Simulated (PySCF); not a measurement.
Ranking problems on computed properties.

Species are written as SMILES; each is one conformer at its optimised geometry, gas phase, non-relativistic unless stated; the electronic structure was computed with PySCF and density fitting.

The conformers computed, where there is a choice (atom-mapped SMILES and torsion angles):
- `[CH3:1]/[CH:2]=[CH:3]/[CH2:4][CH3:5]`: C2–C3–C4–C5 -119°
- `[CH2:1]=[C:2]([CH3:3])[CH2:4][CH3:5]`: C1–C2–C4–C5 115°
- `[CH2:1]=[CH:2][CH:3]([CH3:4])[CH3:5]`: C1–C2–C3–C4 -119°
- `[CH3:1][CH2:2][CH2:3][CH2:4][NH:5][NH2:6]`: C1–C2–C3–C4 -179°, C2–C3–C4–N5 -60°, C3–C4–N5–N6 -60°, H–N6–N5–C4 90°, H–N6–N5–C4 -150°
- `[CH3:1][C:2]#[C:3][BH:4][N:5]([CH3:6])[CH3:7]`: C3–B4–N5–C6 0°

Question: Rank by HOMO energy, highest first (CAM-B3LYP/aug-cc-pVTZ at PBE0-D3(BJ)/def2-TZVP geometries).
A. `C=C(C)CC` (2-methyl-1-butene)
B. `C/C=C/CC` (cis-2-pentene)
C. `C=CC(C)C` (3-methyl-1-butene)
D. `CC=C(C)C` (2-methyl-2-butene)

Answer: D (-7.91 eV), B (-8.24 eV), A (-8.37 eV), C (-8.74 eV).

Question: Rank by electronic spatial extent ⟨r²⟩ about the centre of nuclear charge, lowest first (CAM-B3LYP/aug-cc-pVTZ at PBE0-D3(BJ)/def2-TZVP geometries).
A. 2-methyl-1-butene, `C=C(C)CC`
B. 2-methyl-2-butene, `CC=C(C)C`
C. 3-methyl-1-butene, `C=CC(C)C`
D. cis-2-pentene, `C/C=C/CC`

Answer: A (509 bohr²), C (519 bohr²), B (535 bohr²), D (654 bohr²).

Question: By how much do the two ends of that ranking differ?

Answer: By 145 bohr², between `C/C=C/CC` and `C=C(C)CC`.

Question: Rank by dipole moment, highest first (CAM-B3LYP/aug-cc-pVTZ at PBE0-D3(BJ)/def2-TZVP geometries).
A. 3-methyl-1-butene, `C=CC(C)C`
B. cis-2-pentene, `C/C=C/CC`
C. 2-methyl-1-butene, `C=C(C)CC`
D. 2-methyl-2-butene, `CC=C(C)C`

Answer: C (0.58 D), A (0.38 D), D (0.22 D), B (0.05 D).

Question: Rank by smallest rotational constant, highest first (PBE0-D3(BJ)/def2-SVP).
A. `CCCCNN`
B. `CC#CBN(C)C`
C. `BrB1C=CBC=C1`
D. `[F][GeH2][F]`

Answer: D (4.962 GHz), A (1.565 GHz), B (0.964 GHz), C (0.799 GHz).
